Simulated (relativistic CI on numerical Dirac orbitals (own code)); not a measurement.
**Cd12+: what numerical and physical settings do to a radial Dirac CI calculation**

Reference input:

```
atom Cd  Z=48  charge=12  electrons=36
nucleus A=114  rms_radius_fm=4.6087
hamiltonian dirac-coulomb  breit=on  qed=on  c_scale=1
orbitals kli  potential=per-configuration
slater_scale 1
correlation none
mixing on
grid step=0.0125 r_max=11.5
scf mixing=0.4 start=green max_iterations=150 tolerance=2e-08 node_fill=0.05
configurations
  [Ar] 3d10 4s2 4p6
end
```

Computed lowest total energy -5541.51615 Ha, 10 SCF steps. Runs with settings changed; * marks those that are bad on purpose:

| Changed | Outcome | Lowest level | ΔE (Ha) | First excitation (cm⁻¹) | SCF steps | Message |
| --- | --- | --- | --- | --- | --- | --- |
| end of the grid at 17.25 bohr | converged | 4p⁶ ¹S0 | 2.73e-12 |  | 10 |  |
| iteration limit 30, SCF tolerance 1e-10 | converged | 4p⁶ ¹S0 | -1.93e-09 |  | 12 |  |
| Breit term off, start potential thomas-fermi, end of the grid at 8.05 bohr | converged | 4p⁶ ¹S0 | -3.84 |  | 11 |  |
| node fill of the KLI weights 0.01 | converged | 4p⁶ ¹S0 | 0.00334 |  | 10 |  |
| Slater scale 0 * | converged | 4p⁶ ¹S0 | 0 |  | 10 |  |
| node fill of the KLI weights 50 * | converged | 4p⁶ ¹S0 | 0.707 |  | 12 |  |
